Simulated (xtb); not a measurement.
F$_{2}$Sn, charge -1, doublet, geometry from GFN2-xTB (such geometries of metal compounds can be far from the true shape) (a state made from the parent by changing its charge; the spin is typed, not shown lowest), atoms displaced at random by about 0.02 Å a coordinate. Base run: GFN2-xTB run with xtb.

Input for xtb:
```
$ xtb mol.xyz --gfn 2 --chrg -1 --uhf 1 --opt --json

# file mol.xyz
3

Sn     0.01033618    -0.02079480     0.32288916
F      0.87143234     1.70222291    -0.93063460
F     -0.94169752    -1.58523122    -0.91524039
```

Each row names what was changed in the base input (with any setting that the change needs).

```csv
change,ΔE vs base (kJ/mol),optimiser steps
base,0.00,4
alpb = acetone,-254.0,5
opt level = tight,0.00,4
opt level = lax,0.00,4
opt level = extreme,0.00,6
opt level = sloppy,0.00,3
alpb = chcl3,-280.2,6
opt level = vtight,0.00,6
opt level = loose,0.00,3
engine = lbfgs,0.00,-
```
